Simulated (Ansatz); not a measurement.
niobium atom (Nb), sextet (core potentials on Nb); B97M-V/def2-TZVP in Ansatz (a first-principles code).

Here is a job for Ansatz.
Ansatz 0.2 input:
```yaml
crystal:
  periodic: [false, false, false]
  atoms:
    - {symbol: Nb, position_ang: [0.00000000, 0.00000000, 0.00000000]}
basis:
  gaussian:
    orbitals: def2-TZVP
hamiltonian:
  xc: {name: B97M-V}
magnetization: {spin_polarized: true, initial_magnetization: 5}
```

Q: Predict the main parts of the log of this Ansatz run.

A: 
```
Functional definition: B97M-V
318 factors; their error is unknown
mean field evaluation 1: about -1540.8292 eV, gradient 2.8e1 eV
mean field evaluation 2: about -1506.8580 eV, gradient 5.7e1 eV
mean field evaluation 4: about -1546.6050 eV, gradient 1.1e0 eV
mean field evaluation 8: about -1546.6104 eV, gradient 3.5e-3 eV
mean field evaluation 16: about -1546.6134 eV, gradient 4.9e-1 eV
mean field evaluation 32: about -1545.8487 eV, gradient 6.9e0 eV
mean field evaluation 64: about -1546.6104 eV, gradient 3.9e-7 eV
mean field evaluation 96: about -1542.6027 eV, gradient 1.3e1 eV
mean field evaluation 128: about -1546.6174 eV, gradient 4.2e-4 eV
mean field evaluation 160: about -1546.6174 eV, gradient 1.6e-3 eV
mean field -1546.61741965 eV, -56.8371418372 hartree, gradient 8.1e-6 eV, S^2 8.750919; 13 other end points of the search recorded, 0 dependent functions left out
reference -1546.61746569 eV, -56.8371435290 hartree; 9, 4 occupied and 31, 36 virtual orbitals, 318 factors
Total energy: -1546.61746569 eV, -56.8371435290 hartree
```
